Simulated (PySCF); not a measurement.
C₂H₇NbO₂, multiplicity 1. Atoms are numbered in the order given.

```xyz
12

Nb     0.0493     0.0623     0.0000
O      1.7485     0.2136     0.0000
O     -0.8311     1.7453     0.0000
H     -0.5263     2.6613     0.0000
C     -0.4619    -1.0868    -1.7620
H     -0.0293    -2.0994    -1.6592
H     -1.5583    -1.1778    -1.8647
H     -0.0569    -0.6449    -2.6880
C     -0.4619    -1.0868     1.7620
H     -0.0569    -0.6449     2.6880
H     -1.5583    -1.1778     1.8647
H     -0.0293    -2.0994     1.6592
```

Geometry: B3LYP-D3(BJ)/def2-SVP. The multiplicity is an assumed one; other spin states were not compared. The def2 effective core potentials stand for the cores of Nb; spin–orbit coupling is left out. The values are those of a single conformer.

All values below come from M06-2X/def2-TZVP in PySCF.

```json
{
  "total_energy": "-287.85150 hartree",
  "point_group": "Cs",
  "highest_occupied_level": "-9.31 eV",
  "lowest_empty_level": "-0.89 eV",
  "orbital_gap": "8.42 eV",
  "dipole_moment": "2.06 D",
  "quadrupole, principal values (traceless, Buckingham form, about the centre of nuclear charge)": "-10.34, 0.71, 9.63 D·Å",
  "mean_static_polarisability": "72.1 bohr³ (10.68 Å³)",
  "polarisability_principal_values": "65.1, 72.7, 78.5 bohr³"
}
```
